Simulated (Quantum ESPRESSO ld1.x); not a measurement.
All-electron atom: Sb4+ in [Kr] 4d10 5s1. All-electron calculation, scalar-relativistic Kohn-Sham, LDA (Slater exchange, VWN5 correlation), spin-polarised, spherical densities, point nucleus; open shells are filled with parallel spins first. Program: ld1.x of Quantum ESPRESSO 7.5.

Radial electron density D(r) = 4 pi r^2 rho(r):

```
   r/bohr * D(r) (the largest magnitude, 84.3, reaches the edge; | marks zero)
0.0009841 |*
 0.001302 | *
 0.001709 |  *
 0.002261 |   *
 0.002992 |      *
 0.003927 |         *
 0.005196 |              *
 0.006875 |                     *
 0.009024 |                            *
  0.01194 |                                   *
   0.0158 |                                        *
  0.02074 |                                          *
  0.02744 |                                        *
   0.0363 |                                    *
  0.04765 |                                      *
  0.06305 |                                               *
  0.08342 |                                                      *
   0.1095 |                                                  *
   0.1449 |                                        *
   0.1917 |                                       *
   0.2516 |                                             *
   0.3329 |                                    *
   0.4405 |                  *
   0.5782 |             *
    0.765 |               *
    1.012 |           *
    1.329 |    *
    1.758 | *
    2.326 *
    3.053 *
     4.04 *
    5.345 *
```

D(r) has 4 maxima, at r = 0.0199, 0.0882, 0.256, 0.753 bohr, and minima at 0.0390, 0.169, 0.551 bohr, inside which lie 1.99, 11.20, 29.03 electrons.
